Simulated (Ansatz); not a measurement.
C$_{2}$H$_{7}$NO$_{2}$Si, SMILES `N[SiH](C=O)CO`, relaxed with RKS PBE0-D4/def2-TZVP in the Gaussian-basis code of Ansatz from a PBE-D4/def2-SVP geometry. The force threshold is 0.005 eV/Å; the program also tests the step.

Total charge 0; spin multiplicity 1.

Start:

```xyz
13

N    -1.049   -1.452   -0.257
Si   -0.269    0.060   -0.646
C     1.371   -0.201   -1.645
O     2.028    0.763   -2.007
C     0.246    0.760    1.053
O    -0.906    0.675    1.891
H    -1.522   -1.416    0.654
H    -1.651   -1.914   -0.942
H    -1.079    1.081   -1.412
H     1.749   -1.261   -1.841
H     1.102    0.155    1.440
H     0.623    1.803    0.923
H    -0.645    0.948    2.789
```

Q: How much energy does the relaxation release, and in how many steps? (Best estimate.)

A: Ansatz gave: 7.63 kJ/mol, in 11 steps, 2 of them rejected.

Q: Which bonds change most? (Best estimate.)

A: The calculation gave: N1–Si2 from 1.745 to 1.714 Å; C3–H10 from 1.142 to 1.119 Å; Si2–C5 from 1.908 to 1.885 Å; Si2–H9 from 1.511 to 1.490 Å.

Q: Give the relaxed structure. (Estimate.)

A: The calculation gave: 
```xyz
13

N    -1.051   -1.434   -0.290
Si   -0.275    0.062   -0.608
C     1.334   -0.206   -1.628
O     1.997    0.737   -1.990
C     0.256    0.751    1.064
O    -0.881    0.719    1.918
H    -1.524   -1.506    0.599
H    -1.559   -1.926   -1.006
H    -1.071    1.067   -1.368
H     1.688   -1.242   -1.859
H     1.076    0.139    1.464
H     0.643    1.769    0.928
H    -0.634    1.070    2.777
```
